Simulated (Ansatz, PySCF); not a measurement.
Gas-phase reaction (SMILES): ClC(Cl)(Br)Br [dibromo(dichloro)methane] + 4 [H][H] (H2) -> 2 Br (HBr) + C (CH4) + 2 Cl (HCl); energy of full hydrogenation.

Geometries: B3LYP-D3(BJ)/def2-TZVP minima from Ansatz (a quantum-chemistry and plane-wave program). Correlated levels leave the core frozen unless marked. Spin-orbit coupling is left out. The frozen core is the preceding noble-gas configuration, with the filled d and f shells of earlier blocks. Non-relativistic. Basis-set limits of correlation are two-point, X^-3; Hartree-Fock from the larger set. Thermal terms are rigid-rotor harmonic-oscillator values from B3LYP-D3(BJ) frequencies (Ansatz or PySCF) at 298.15 K and 1 atm. 1 Eh = 627.5095 kcal/mol.

```
species        E, CCSD(T)/CBS(def2-TZVPPD,def2-QZVPPD) (Ansatz) (Eh)  E, PBE0-D4/def2-TZVPD (Ansatz + dftd4) (Eh)  H - E (Eh)
-------------  -----------------------------------------------------  -------------------------------------------  ----------
ClC(Cl)(Br)Br                                            -6102.93122                                  -6105.90026     0.01522
[H][H] (H2)                                                 -1.17452                                     -1.16831     0.01336
Br (HBr)                                                 -2573.28305                                  -2574.45927     0.00927
C (CH4)                                                    -40.45806                                    -40.47492     0.04840
Cl (HCl)                                                  -460.37886                                   -460.66608     0.01000
```

Work out ΔE and ΔH at 298.15 K at the first level, then ΔH at the second.


1. ΔE = [2×(-2573.28305) + (-40.45806) + 2×(-460.37886)] - [(-6102.93122) + 4×(-1.17452)] = -0.15258 Eh = -95.7 kcal/mol at CCSD(T)/CBS(def2-TZVPPD,def2-QZVPPD).
2. The terms H - E add up to 0.01828 Eh, so ΔH = (-0.15258 + (0.01828))×627.5095 = -84.3 kcal/mol.
3. At PBE0-D4/def2-TZVPD the same steps give ΔE = -95.5 and ΔH = -84.0 kcal/mol, a shift of +0.3 from the first level.
4. Tabulated enthalpies of formation (ClC(Cl)(Br)Br 0.8 kcal/mol, ATcT 1.112; [H][H] (H2) 0.0 kcal/mol, zero by definition; Br (HBr) -8.6 kcal/mol, ATcT 1.112; C (CH4) -17.8 kcal/mol, ATcT 1.112; Cl (HCl) -22.0 kcal/mol, ATcT 1.112) give ΔH = -79.8, so the errors are -4.5 and -4.2 kcal/mol; the tables hold anharmonic motion, scalar relativity, spin-orbit effects, which both levels lack, and core correlation, which the frozen-core level lacks.
